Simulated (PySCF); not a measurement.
# LDA on Hf (hafnium, neutral)

Configuration: [Xe] 4f14 5d2 6s2, high-spin 3F determinant. Calculation: PySCF 2.14, in x2c-TZVPPall with one added diffuse shell each of s, p, d, f type (12s8p8d4f1g, 113 functions); scalar relativity by spin-free X2C-1e.

- Total energy: -15068.72 hartree
- One-electron energy: -20691.82 hartree
- Hartree (Coulomb) energy: 5926.02 hartree
- Exchange-correlation energy: -302.93 hartree
- ⟨S²⟩: 2.0028
- ⟨L²⟩: 12.003
- Sum of ⟨r⟩: 45.10 bohr
- Sum of ⟨r²⟩: 72.16 bohr²
- Langevin diamagnetic susceptibility: -57.2 ×10⁻⁶ cm³/mol

```csv
shell,electrons,mean orbital energy (hartree),spread (hartree),"rms radius, mean of both spins (bohr)"
1s β,1,-2389.13215,0,0.0215
1s α,1,-2389.13213,0,0.0215
2s α,1,-408.69803,0,0.0870
2s β,1,-408.69614,0,0.0870
2p α,3,-360.20604,0,0.0788
2p β,3,-360.20450,0,0.0788
3s α,1,-93.16938,0,0.223
3s β,1,-93.16870,0,0.223
3p α,3,-78.60320,0,0.224
3p β,3,-78.60246,0,0.224
3d α,5,-60.78330,0.00044,0.205
3d β,5,-60.78206,0.00161,0.205
4s α,1,-18.74426,0,0.498
4s β,1,-18.74265,0,0.498
4p α,3,-13.93529,0,0.530
4p β,3,-13.93368,0,0.530
4d α,5,-7.58197,0.00243,0.577
4d β,5,-7.57990,0.00450,0.577
5s α,1,-2.46794,0,1.20
5s β,1,-2.44819,0,1.20
5p α,3,-1.32717,0,1.43
5p β,3,-1.30019,0,1.43
4f α,7,-0.63583,0.00262,0.771
4f β,7,-0.63011,0.00778,0.771
6s α,1,-0.20304,0,3.68
6s β,1,-0.17674,0,3.68
5d α,2,-0.12276,0,2.75
```

Spin-orbit coupling, absent here, splits the open shell strongly.

Densities and radii are taken from the X2C orbitals without a picture-change correction, which distorts them close to the nucleus.
